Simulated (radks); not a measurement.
Isoelectronic series with 54 electrons, each ion in its NIST ground configuration. Calculated with a radial shooting solver on a logarithmic mesh with Libxc functionals: scalar-relativistic Kohn-Sham, PBE, spin-polarised, spherical densities, point nucleus; open shells are filled with parallel spins first (spin-orbit coupling, left out, can overturn this in heavy ions). Total energies (hartree) and orbital eigenvalues (eV):

ion	configuration	E (hartree)	5p	5s	4d	4p
Xe	[Xe]	-7447.30127	-8.2345	-19.7421	-59.3835	-141.2678
Cs+	[Xe]	-7786.7884	-18.6703	-31.9384	-79.4883	-166.0543
Ba2+	[Xe]	-8135.0009	-30.9072	-45.9819	-102.1597	-193.4906
La3+	[Xe]	-8491.9696	-44.7435	-61.6654	-127.1427	-223.3214
Ce4+	[Xe]	-8857.7336	-60.0646	-78.8761	-154.2910	-255.4011
Pr5+	[Xe]	-9232.3379	-76.7971	-97.5442	-183.5104	-289.6362
Nd6+	[Kr] 4d10 4f2 5s2 5p4	-9615.5697	-91.7628	-113.5660	-201.1691	-311.3297
Pm7+	[Kr] 4d10 4f3 5s2 5p3	-10008.4685	-108.9686	-132.3253	-226.1044	-340.9098
